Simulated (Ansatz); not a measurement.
Cost and result for the atomization energy of GaH₅Si₂ (8 atoms, 7 bonds).

Cartesian coordinates in Å:
```
Si 0.704 0.777 -0.448
Si -0.900 -0.732 0.341
Ga 3.046 0.470 0.618
H 0.155 2.150 -0.202
H 0.743 0.617 -1.939
H -0.456 -2.130 0.072
H -2.251 -0.560 -0.262
H -1.041 -0.592 1.819
```

Total charge 0; spin multiplicity 1. Correlated methods include outer-core shells of Ga, which these sets cover unevenly. Scalar relativity is left out up to krypton. The bonds changed during the relaxation, so this is another structure than the one it started from. All single points use the PBE0-D4/def2-TZVP geometry. Program: Ansatz. All runs use 2 threads of an Intel Xeon on a shared host. Times are those of one run each, without the atoms' runs, and a repeat can differ threefold. Electronic energies, without spin–orbit coupling; frozen cores. CCSD(T)/CBS adds CCSD(T) − MP2 in def2-TZVPP to the MP2 limit, and its time is that of the two runs behind it. T1 = 0.015; the RHF reference is unstable towards UHF. With those shells the extrapolation isn't a true limit. B3LYP takes the VWN-RPA correlation (the form of Gaussian; ORCA's B3LYP/G). HSE06 is the plane-wave form, built on full-range PBE exchange.

CCSD(T)/CBS is a level of theory with its own doubt, some kJ/mol a heavy atom from the limit and from the frozen cores, so smaller differences don't rank the functionals.

```csv
level,functions,wall time
BLYP-D4/def2-TZVPP,202,2.2 s
PBE0-D4/def2-TZVPP,202,3.3 s
CCSD(T)/def2-SVP,93,3.3 s
BHLYP-D4/def2-TZVPP,202,3.3 s
HSE06-D4/def2-TZVPP,202,3.6 s
B3LYP-D4/def2-TZVPP (with forces),202,4.6 s
r2SCANh-D4/def2-TZVPP,202,4.6 s
r2SCAN-D4/def2-TZVPP (with forces),202,4.6 s
PBE-QIDH/def2-TZVPP,202,6.5 s
B97M-V/def2-TZVPP,202,9 s
MP2/def2-QZVPP,379,21 s
CCSD(T)/def2-TZVPP,202,42 s
CCSD(T)/CBS(def2),–,63 s
```

Question: What atomization energy does each give, and how far from CCSD(T)/CBS? (Best estimate.)

Answer: Computed: 
| level | atomization (kcal/mol) | difference from CCSD(T)/CBS | per bond |
| --- | --- | --- | --- |
| BLYP-D4/def2-TZVPP | 491.7 | -7.6 | -1.1 |
| PBE0-D4/def2-TZVPP | 491.8 | -7.5 | -1.1 |
| CCSD(T)/def2-SVP | 463.4 | -35.9 | -5.1 |
| BHLYP-D4/def2-TZVPP | 494.0 | -5.3 | -0.8 |
| HSE06-D4/def2-TZVPP | 491.9 | -7.4 | -1.0 |
| B3LYP-D4/def2-TZVPP (with forces) | 497.9 | -1.4 | -0.2 |
| r2SCANh-D4/def2-TZVPP | 495.9 | -3.4 | -0.5 |
| r2SCAN-D4/def2-TZVPP (with forces) | 497.3 | -2.0 | -0.3 |
| PBE-QIDH/def2-TZVPP | 489.6 | -9.7 | -1.4 |
| B97M-V/def2-TZVPP | 503.6 | 4.3 | 0.6 |
| MP2/def2-QZVPP | 484.7 | -14.6 | -2.1 |
| CCSD(T)/def2-TZVPP | 486.6 | -12.7 | -1.8 |
| CCSD(T)/CBS(def2) | 499.3 | 0.0 | 0.0 |

The D4 term adds +7.6 kcal/mol with B3LYP and +4.0 kcal/mol with PBE0; it sums over pairs of atoms, weighted by their polarisabilities, and B3LYP, whose exchange is more repulsive, gets the larger term. At CCSD(T), def2-SVP lies −35.9 kcal/mol from the extrapolated value and def2-TZVPP −12.6 kcal/mol: correlation converges slowly with the basis, and small sets miss more of it in the bonded molecule than in its fragments. Leaving LDA and LC-ωPBE aside and taking each functional with its dispersion term where it has one, the values, not all of them listed here, spread over 16.7 kcal/mol, from revPBE-D4 to B97M-V. LDA lies +59.8 kcal/mol from PBE without D4, its usual overbinding.
